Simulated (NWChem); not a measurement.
System: boric acid (H$_{3}$BO$_{3}$); SMILES OB(O)O

```xyz
7

O     -0.9601     0.9994     0.0000
B     -0.0379     0.0018     0.0000
O      1.2931     0.3441     0.0000
O     -0.5147    -1.2776     0.0000
H     -0.5347     1.8615     0.0000
H      1.9080    -0.3925     0.0000
H      0.1585    -1.9602     0.0000
```
Atoms are numbered in this order, from 1.

Program: NWChem. Pople sets run with spherical d functions. All runs use the structure optimised with PBE0/def2-SVP. GIAO values for the isolated, static molecule; σ is the absolute isotropic shielding.

**Question.** Taking Hartree-Fock/pcSseg-2 as the yardstick, which of these has the fewest basis functions while keeping “σ H7 (ppm)” within 0.5 ppm of it: Hartree-Fock/def2-TZVP; Hartree-Fock/IGLO-III; Hartree-Fock/def2-SVP; Hartree-Fock/IGLO-II; Hartree-Fock/6-311G**; Hartree-Fock/6-31G*?

**Answer.** Hartree-Fock/def2-SVP (a larger set in the list lies outside the tolerance).
| level | basis functions | σ H7 (ppm) | relative time (rough) |
|---|---|---|---|
| Hartree-Fock/6-31G* | 62 | 30.58 | 1 |
| Hartree-Fock/def2-SVP | 71 | 29.87 | 1 |
| Hartree-Fock/6-311G** | 90 | 30.14 | 2 |
| Hartree-Fock/IGLO-II | 106 | 30.22 | 3 |
| Hartree-Fock/def2-TZVP | 142 | 30.15 | 9 |
| Hartree-Fock/IGLO-III | 170 | 29.85 | 20 |
| Hartree-Fock/pcSseg-2 | 186 | 29.48 | 20 |

The yardstick is one finite set, not the basis-set limit.
